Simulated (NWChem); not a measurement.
# C₄H₅F; SMILES C=CC(=C)F

```xyz
10

C      0.0574    -1.9436     0.0000
C     -0.6566    -0.8118     0.0000
C     -0.0656     0.5185     0.0000
C     -0.7326     1.6769     0.0000
F      1.2716     0.5258     0.0000
H      1.1496    -1.9194     0.0000
H     -0.4315    -2.9200     0.0000
H     -1.7501    -0.8395     0.0000
H     -1.8223     1.6778     0.0000
H     -0.1981     2.6277     0.0000
```
Atoms are numbered in this order, from 1.

Level: PBE0/def2-SVP (NWChem), optimised geometry, unscaled harmonic frequencies. 

```
frequency (cm⁻¹)  IR intensity (km/mol)
----------------  ---------------------
162                                 0.4
261                                 0.2
435                                 3.7
460                                 3.6
594                                 2.9
735                                 0.2
764                                 0.4
843                                 4.1
871                                64.5
955                                37.3
961                                24.0
1022                               14.9
1041                               18.5
1292                                0.1
1351                               55.0
1387                               12.9
1440                               21.0
1693                               51.8
1764                               30.3
3181                                0.4
3201                                2.4
3209                                2.0
3288                                0.8
3314                                0.1
```

| Quantity | Result |
|---|---|
| zero-point energy | 48.9 kcal/mol |
| thermal correction to the enthalpy at 298.15 K (with zero-point energy) | 52.7 kcal/mol |
| heat capacity Cv | 18.1 cal/(mol K) |
| entropy at 298.15 K and 1 atm (symmetry number 1) | 71.6 cal/(mol K) |
| dipole moment | 1.29 D |

Rigid rotor and harmonic oscillator.
